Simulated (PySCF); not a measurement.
Vertical excitations of a molecule C2H4Cl2Si from TDA-B3LYP/def2-SVPD (PySCF 2.14.0), as energy in eV (oscillator strength): 6.24 (0.002), 6.67 (0.070), 6.94 (0.105), 6.99 (0.003), 7.10 (0.014), 7.36 (0.030), 7.50 (0.305), 7.62 (0.002), 7.79 (0.026), 7.87 (0.005). Lowest triplet (TDA): 4.23 eV. The structure is a stationary point at B3LYP-D3(BJ)/def2-SVP. Other conformers were not sampled.

### Question
Which molecule gave these data?
A) [SiH3]C=C(Cl)Cl
B) C=C(Cl)[SiH2]Cl
C) Cl/C=C\[SiH2]Cl
D) C=C[SiH](Cl)Cl

### Answer
D, C=C[SiH](Cl)Cl
